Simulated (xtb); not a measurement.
(1E)-1-bromobuta-1,3-diene (C4H5Br), SMILES C=C/C=C/Br. All values are semi-empirical tight-binding results from xtb (GFN2-xTB unless named), good for trends rather than for accurate numbers. Coordinates come from a GFN2-xTB optimisation. The values are those of a single conformer.

Optimised geometry:

```xyz
10

C     -0.3761    -3.6354     0.0000
C      0.3831    -2.5440     0.0000
C     -0.1588    -1.2059     0.0000
C      0.6096    -0.1203     0.0000
Br    -0.0931     1.6319     0.0000
H     -1.4520    -3.5743     0.0000
H      0.0495    -4.6237     0.0000
H      1.4621    -2.6254     0.0000
H     -1.2363    -1.1124     0.0000
H      1.6879    -0.1469     0.0000
```

Computed properties:
```
Property                                          Result
-----------------------------------------  -------------
point group as xtb finds it                           Cs
orbital gap                                      3.28 eV
zero-point energy                          46.0 kcal/mol
G − E(el) at 298.15 K (modified RRHO)      26.9 kcal/mol
static polarisability (D4 model)              69.1 bohr³
solvation energy, GFN2-xTB/ALPB(water)     -1.6 kcal/mol
solvation energy, GFN2-xTB/ALPB(methanol)  -5.6 kcal/mol
```

Give the atomic charges and the Wiberg bond orders between heavy atoms. (An estimate is asked for; the answer gives what the named calculation found.)

charges (e) C1 -0.08, C2 -0.03, C3 -0.03, C4 0.03, Br5 -0.15, H6 0.05, H7 0.05, H8 0.04, H9 0.06, H10 0.06. Bond orders C1–C2 1.87, C2–C3 1.12, C3–C4 1.81, C4–Br5 1.02.
